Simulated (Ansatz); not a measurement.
Gas-phase electronic energies from Ansatz, PBE0-D4/def2-TZVP geometries. CBS: MP2 limit from def2 TZ/QZ plus the TZ coupled-cluster correction, frozen cores. Double bonds are as drawn, so ΔE can hold a change between cis and trans. Functionals use def2-TZVPP. B3LYP here is the variant with VWN-RPA as its local correlation; programs differ in this. Elements past krypton have def2 core potentials. For I outer-core shells are correlated without core-valence functions, which leaves a few kJ/mol of doubt a bond. One conformer a species, not always the lowest.

Consider the substitution at a C–C bond: `C/C=C/I` + `O/C=C\Cl` → `CO/C=C/Cl` + `C=CI`.

CCSD(T)/CBS gives +78.2 kJ/mol.

Q: Another level gave +69.8 kJ/mol. Which?
A. r2SCAN-D4/def2-TZVPP
B. B3LYP/def2-TZVPP
C. HF/def2-TZVPP
D. CCSD(T)/def2-TZVPP

A: B. B3LYP 69.8, r2SCAN-D4 78.8, HF/def2-TZVPP 63.8, CCSD(T)/def2-TZVPP 74.7 kJ/mol.

Largest T1 diagnostic among the species: 0.012.

In def2-TZVPP, CCSD(T) changes the Hartree–Fock value by +10.9 kJ/mol (the triples alone add +1.3 kJ/mol) and MP2 by +18.1 kJ/mol.
